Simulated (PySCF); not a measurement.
## NaI at r²SCAN

Computed with r²SCAN; PySCF, scalar-relativistic core potentials, basis sets Na def2-SVPD, I def2-SVPD with ECP28.

| Quantity | Value |
| --- | --- |
| state | ¹Σ⁺ (singlet), closed shell |
| bond length | 2.743 Å |
| harmonic wavenumber | 248 cm⁻¹ |
| force constant | 0.707 mdyn/Å |
| rotational constant Be | 0.1151 cm⁻¹ |
| anharmonicity ωexe | 0.870 cm⁻¹ |
| vibration–rotation constant αe | 0.000648 cm⁻¹ |
| well depth De to Na + I | 3.42 eV |
| dissociation energy D0 | 3.41 eV |
| HOMO–LUMO gap | 3.37 eV |
| bond order (Mayer) | 0.49 |
| dipole moment (positive dipole means Na(−)I(+)) | -9.32 D |

These are scalar-relativistic numbers at best; spin–orbit coupling would shift them, the dissociation energy most.
